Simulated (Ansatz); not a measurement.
Consider the ligand exchange at the Si–O bond: `O[SiH2]O` + `[NH2][ZnH]` → `O[SiH2][NH][ZnH]` + H₂O.

Gas-phase electronic energies from Ansatz, PBE0-D4/def2-TZVP geometries. CBS: MP2 limit from def2 TZ/QZ plus the TZ coupled-cluster correction, frozen cores. This one scheme is used for every species. Functionals use def2-TZVPP. B3LYP here is the variant with VWN-RPA as its local correlation; programs differ in this. For Zn outer-core shells are correlated without core-valence functions, which leaves a few kJ/mol of doubt a bond. Scalar relativity is left out up to krypton. Each species was taken in one conformer, which may not be the lowest.

Q: Is it downhill or uphill in electronic energy at CCSD(T)/CBS, and by how much? (Best estimate.)

A: Ansatz gave: Uphill: ΔE = +18.2 kJ/mol.

Q: What do these levels give: r2SCAN-D4, ωB97X-V, ωB97M-V, PBE, B3LYP, HF/def2-TZVPP, SCS-MP2/def2-TZVPP, CCSD/def2-TZVPP, CCSD(T)/def2-TZVPP, HF/def2-QZVPP, MP2/def2-QZVPP, HF/CBS(def2)? (Estimate.)

A: The calculation gave: r2SCAN-D4 22.4, ωB97X-V 23.4, ωB97M-V 22.2, PBE 28.8, B3LYP 34.1, HF/def2-TZVPP 28.1, SCS-MP2/def2-TZVPP 23.2, CCSD/def2-TZVPP 21.0, CCSD(T)/def2-TZVPP 19.5, HF/def2-QZVPP 28.3, MP2/def2-QZVPP 20.4, HF/CBS(def2) 28.3 kJ/mol.

Largest T1 diagnostic among the species: 0.016.

The D4 term adds −8.7 kJ/mol with B3LYP and −4.7 kJ/mol with PBE0; it sums over pairs of atoms, weighted by their polarisabilities, and B3LYP, whose exchange is more repulsive, gets the larger term. In def2-TZVPP, CCSD(T) changes the Hartree–Fock value by −8.6 kJ/mol (the triples alone add −1.4 kJ/mol) and MP2 by −7.0 kJ/mol.
